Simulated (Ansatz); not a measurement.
Two members of one family (Series BiH2X), computed with Ansatz in the gas phase; def2 core potentials for Bi, I, no spin–orbit coupling. The two geometries come from different levels. Binding counts from free atoms in the multiplicity of their measured ground term, without zero-point energy. A dash marks a value that wasn't run or was left out as unsound. The structures are stationary points that may keep the symmetry of their start.

First: BiH2Cl (singlet, charge 0, PBE0-D4/def2-TZVP geometry).

```csv
atom,x (Å),y (Å),z (Å)
Bi1,-0.4849,-0.2113,-0.6528
H2,-1.2567,0.2924,0.8841
H3,0.4134,1.3391,-0.6941
Cl4,1.3282,-1.4202,0.4627
```

```json
{"level": "PBE-D4/def2-SVP", "HOMO (eV)": "-6.39", "LUMO (eV)": "-2.37", "gap (eV)": "4.02", "vertical IE (eV)": "–", "vertical triplet (eV)": "–", "binding per atom (eV)": "2.08"}
{"level": "PBE-D4/def2-TZVP", "HOMO (eV)": "-6.65", "LUMO (eV)": "-2.57", "gap (eV)": "4.08", "vertical IE (eV)": "9.73", "vertical triplet (eV)": "3.89", "binding per atom (eV)": "2.13"}
{"level": "revPBE-D4/def2-TZVP", "HOMO (eV)": "-6.61", "LUMO (eV)": "-2.47", "gap (eV)": "4.13", "vertical IE (eV)": "–", "vertical triplet (eV)": "–", "binding per atom (eV)": "2.07"}
{"level": "BLYP-D4/def2-TZVP", "HOMO (eV)": "-6.52", "LUMO (eV)": "-2.49", "gap (eV)": "4.03", "vertical IE (eV)": "–", "vertical triplet (eV)": "–", "binding per atom (eV)": "2.14"}
{"level": "r2SCAN-D4/def2-TZVP", "HOMO (eV)": "-6.95", "LUMO (eV)": "-2.34", "gap (eV)": "4.61", "vertical IE (eV)": "9.89", "vertical triplet (eV)": "3.99", "binding per atom (eV)": "2.06"}
```

Second: BiH2I (singlet, charge 0, PBE-D4/def2-TZVP geometry).

```csv
atom,x (Å),y (Å),z (Å)
Bi1,-0.506,0.144,0.745
H2,-1.305,-0.718,-0.631
H3,0.715,-1.188,0.833
I4,1.096,1.762,-0.947
```

Problem. Estimate the same table for the second.

Solution. 
| level | HOMO (eV) | LUMO (eV) | gap (eV) | vertical IE (eV) | vertical triplet (eV) | binding per atom (eV) |
| --- | --- | --- | --- | --- | --- | --- |
| PBE-D4/def2-SVP | -5.96 | -2.90 | 3.06 | – | – | 1.90 |
| PBE-D4/def2-TZVP | -6.09 | -2.96 | 3.13 | 9.00 | 3.16 | 1.93 |
| revPBE-D4/def2-TZVP | -6.04 | -2.88 | 3.16 | – | – | 1.87 |
| BLYP-D4/def2-TZVP | -5.92 | -2.87 | 3.04 | – | – | 1.95 |
| r2SCAN-D4/def2-TZVP | -6.36 | -2.80 | 3.56 | 9.12 | 3.21 | 1.85 |
